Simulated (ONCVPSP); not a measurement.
# Se (Z = 34): one change to an ONCV potential, before and after

* Element: selenium (Se)
* Generator: ONCVPSP 4.0.1
* Type: optimised norm-conserving Vanderbilt (ONCV)
* Functional: PBE
* Relativity: scalar-relativistic
* Frozen core: [Ne] 3s2
* Valence charge: 22
* Reference configuration: 3p6 3d10 4s2 4p4
* Partial waves: 4s: rc 1.30 bohr, ncon 5, nbas 8, qcut 4.3 1/bohr, 3 projectors, debl 3.2 Ha; 3p+4p: rc 1.05 bohr, ncon 4, nbas 7, qcut 12.8 1/bohr, 2 projectors; 3d: rc 0.75 bohr, ncon 4, nbas 9, qcut 17 1/bohr, 2 projectors, debl 3.1 Ha
* Local potential: polynomial inside 0.50 bohr (lpopt 5, dvloc0 1 Ha)
* Core correction: Teter function, fcfact 4.25, rcfact 1.65

All-electron outer shells of the reference configuration (PBE, scalar-relativistic, ld1.x):

| shell | level (eV) | outermost node (bohr) | outermost maximum (bohr) |
| --- | --- | --- | --- |
| 2p | -1413.61 | – | 0.13 |
| 3s | -213.51 | 0.24 | 0.50 |
| 3p | -152.98 | 0.21 | 0.50 |
| 3d | -53.12 | – | 0.45 |
| 4s | -17.29 | 0.70 | 1.51 |
| 4p | -6.51 | 0.74 | 1.82 |

Change: d: rc 0.56.

Cutoffs: the cutoffs (Ha) at which the residual kinetic energy of the hardest occupied pseudo-wave falls to 1 and 0.1 mHa per electron; they do not see the model core or the augmentation charge, which bear on the density cutoff. Errors are all-electron minus pseudo energies relative to the spin-unpolarised reference configuration.

Q: Predict the effect on cutoff, ghosts and configuration errors.

A: The potential gets harder (143 Ha and 497 Ha → 951 Ha and 1201 Ha); both files keep a bound ghost (s); of the 4 tests that both files solve, the error grows in 0 and shrinks in 1 by more than 15 % and 0.3 meV (median size 6.9 → 6.3 meV). A smaller radius makes the pseudo-wave follow the all-electron one further in, where it bends more sharply, so more plane waves are needed.

| quantity | base | changed |
| --- | --- | --- |
| cutoff, loose | 143 Ha | 951 Ha |
| cutoff, tight | 497 Ha | 1201 Ha |
| loose cutoff by channel | s 88 Ha, p 64 Ha, d 143 Ha | s 88 Ha, p 64 Ha, d 951 Ha |
| bound ghosts | s | s |
| GHOST(+) flags under 300 eV | none | none |
| error for 3p6 3d10 4s2 4p3, meV [ΔE 10.85 eV] | -1.0 | -0.9 |
| error for 3p6 3d10 4s2 4p2, meV [ΔE 31.19 eV] | -4.1 | -3.8 |
| error for 3p6 3d10 4s2 4p1, meV [ΔE 62.06 eV] | -9.8 | -8.8 |
| error for 3p5 3d10 4s2 4p4, meV [ΔE 164.34 eV] | -173 | -137 |
| s: phases at 1.32 bohr within 0.05 rad from the reference energy up to (Ha; the scan ends near 5) | to the end of the scan | to the end of the scan |
| p: phases at 1.07 bohr within 0.05 rad from the reference energy up to (Ha; the scan ends near 5) | to the end of the scan | to the end of the scan |
| rms error of d²Exc/dni dnj with the model core, mHa | 1.41 | 1.29 |

 A true bound ghost makes a file unfit for plane-wave use even where its test errors are small: the radial tests pick states by their node count and pass the ghost by.
